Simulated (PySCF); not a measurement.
**Orbital picture of NaTl**

r²SCAN at R = 3.272 Å; Na cc-pVDZ, Tl cc-pVDZ-PP with ECP60; scalar-relativistic core potentials (PySCF 2.14). State: ¹Σ⁺ (singlet), closed shell. Only the outer orbitals are listed, counted within each symmetry, core potentials removing the inner ones.

| orbital | occ. | ε (eV) | on Na (%) | main shells (%) |
| --- | --- | --- | --- | --- |
| 1δ | 2 | -16.02 | 0 | 100 Tl d |
| 1δ | 2 | -16.02 | 0 | 100 Tl d |
| 3π | 2 | -15.72 | 0 | 100 Tl d |
| 3π | 2 | -15.72 | 0 | 100 Tl d |
| 6σ | 2 | -15.63 | 0 | 100 Tl d |
| 7σ | 2 | -9.49 | 5 | 95 Tl s |
| 8σ | 2 | -2.94 | 46 | 53 Tl p, 45 Na s |
| 4π | 0 | -2.08 | 13 | 87 Tl p, 11 Na p |
| 4π | 0 | -2.08 | 13 | 87 Tl p, 11 Na p |
| 9σ | 0 | -1.37 | 70 | 48 Na s, 30 Tl p, 21 Na p |

Q: Which are the highest filled and the lowest empty level, where do they sit, and how wide is the gap?

A: Highest filled 8σ at -2.94 eV (in %: 53 Tl p, 45 Na s); lowest empty 4π at -2.08 eV (in %: 87 Tl p, 11 Na p); the gap at r²SCAN is 0.86 eV.

| Quantity | Value |
| --- | --- |
| bond order (Mayer) | 1.07 |
| ⟨S²⟩ | 0.000 |
| charge on Na (Mulliken, basis-dependent) | -0.02 |
| charge on Na (Löwdin, basis-dependent) | 0.02 |
| dipole moment (positive dipole means Na(−)Tl(+)) | -1.06 D |

Closed-shell solutions of metal pairs were not tested for spin polarisation, which can lower them a little. These are scalar-relativistic numbers at best; spin–orbit coupling would shift them, the dissociation energy most.
